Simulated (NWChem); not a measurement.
Species: C$_{4}$H$_{4}$O$_{2}$; SMILES C1(OCC1=O)=C

```xyz
10

C      1.1132     1.6853     0.0000
C      0.2187     0.6980     0.0000
O     -1.1538     0.7430     0.0000
C     -1.2978    -0.6896     0.0000
C      0.2319    -0.7990     0.0000
O      1.0431    -1.6717     0.0000
H      0.8121     2.7344     0.0000
H      2.1728     1.4273     0.0000
H     -1.8030    -1.0641    -0.9049
H     -1.8030    -1.0641     0.9049
```
Atoms are numbered in this order, from 1.

Program: NWChem. The geometry was optimised at PBE0/def2-SVP. Level: PBE0/def2-SVP with SMD (1 M gas to 1 M solution), gas-phase geometry.

Task: What does the run give for solvent water? Quantities: solvation free energy (kcal/mol); cavity-dispersion-structure term (kcal/mol); dipole in solution (D).

Result: 
```json
{
 "solvation free energy (kcal/mol)": "-3.4",
 "cavity-dispersion-structure term (kcal/mol)": "4.5",
 "dipole in solution (D)": "1.56"
}
```
